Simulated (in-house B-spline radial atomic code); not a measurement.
A fraction x of an electron is removed from 4f in Yb, starting from [Xe] 4f14 6s2 and keeping the highest spin. All numbers are computed (scalar-relativistic (X2C) RPBE, spin-polarised, spherical fractional occupations; Fermi nucleus of rms radius 5.3108 fm) with a B-spline radial code for spherical atoms, not measured.

```json
{"x": "0", "E(x) - E(0) (eV)": "0.0000", "4f down level (eV)": "-3.006"}
{"x": "0.03", "E(x) - E(0) (eV)": "0.0959", "4f down level (eV)": "-3.386"}
{"x": "0.16", "E(x) - E(0) (eV)": "?", "4f down level (eV)": "?"}
{"x": "0.25", "E(x) - E(0) (eV)": "1.1606", "4f down level (eV)": "-6.337"}
{"x": "0.48", "E(x) - E(0) (eV)": "?", "4f down level (eV)": "?"}
{"x": "0.5", "E(x) - E(0) (eV)": "3.1941", "4f down level (eV)": "-9.978"}
{"x": "0.54", "E(x) - E(0) (eV)": "3.6053", "4f down level (eV)": "-10.586"}
{"x": "0.63", "E(x) - E(0) (eV)": "4.6204", "4f down level (eV)": "-11.976"}
{"x": "0.78", "E(x) - E(0) (eV)": "6.5947", "4f down level (eV)": "-14.362"}
{"x": "0.98", "E(x) - E(0) (eV)": "9.7952", "4f down level (eV)": "-17.666"}
{"x": "1", "E(x) - E(0) (eV)": "10.1519", "4f down level (eV)": "-18.004"}
```

Question: What belongs in the row x = 0.16?

Answer: An energy change of 0.6463 eV; 4f down at -5.098 eV.

Question: What belongs in the row x = 0.48?

Answer: An energy change of 2.9975 eV; 4f down at -9.677 eV.

Question: Check Janak's theorem between x = 0.5 and 0.54.

Answer: The slope of the energy is 10.28 eV; the orbital levels give 10.28 eV (-ε of the emptying orbital, averaged over the two points).
